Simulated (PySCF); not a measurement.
Electron correlation in Kr²⁺ (krypton, charge +2)

[Ar] 3d10 4s2 4p4, high-spin 3P determinant. All numbers are calculated (PySCF 2.14, scalar relativity by spin-free X2C-1e, in Sapporo-DKH3-DZP-2012 (6s5p3d1f, 43 functions)). Frozen: [Ar] 3d10; 6 electrons correlated.

MP2 pair energies summed by pair of shells (mhartree):

```csv
pair,energy,share (%)
4p-4p,-38.77,49.7
4s-4p,-33.72,43.2
4s-4s,-5.51,7.1
```

Total MP2 correlation energy: -78.00 mhartree.

Same-spin part -19.59 and opposite-spin part -58.41 mhartree; SCS-MP2 scales them by 1/3 and 6/5 to -76.62 mhartree.

```csv
level,correlation energy (mhartree)
CCSD,-93.46
(T),-1.04
CCSD(T),-94.50
```

Diagnostics: T1 = 0.0059, D1 = 0.0195, largest double amplitude 0.049.

Is a single reference adequate?

Yes, within this model without spin-orbit coupling: T1 lies below 0.03 and no double amplitude reaches 0.07.
